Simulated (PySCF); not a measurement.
SMILES C=Cc1ccc(F)cc1 (C8H7F) (GFN2-xTB optimised geometry):

```
16

C     -2.251    -2.006     0.000
C     -0.937    -1.818     0.000
C     -0.236    -0.539     0.000
C     -0.897     0.690     0.000
C     -0.194     1.878     0.000
C      1.189     1.837     0.000
F      1.881     2.997     0.000
C      1.880     0.640     0.000
C      1.161    -0.539     0.000
H     -2.672    -2.997     0.000
H     -2.959    -1.195     0.000
H     -0.286    -2.684     0.000
H     -1.975     0.723     0.000
H     -0.700     2.831     0.000
H      2.959     0.642     0.000
H      1.691    -1.481     0.000
```

Method: B3LYP/def2-TZVP (PySCF).

Q: What are the frontier orbital energies and the dipole moment?

A: HOMO-2 -8.45 eV, HOMO-1 -7.50 eV, HOMO -6.38 eV, LUMO -1.32 eV, LUMO+1 -0.71 eV; dipole moment 1.29 D.

Meta-Löwdin charges at B3LYP/def2-TZVP: C1 -0.26, C2 -0.10, C3 0.00, C4 -0.10, C5 -0.15, C6 0.30, F7 -0.28, C8 -0.15, C9 -0.11, H10 0.12, H11 0.11, H12 0.11, H13 0.12, H14 0.13, H15 0.13, H16 0.12.
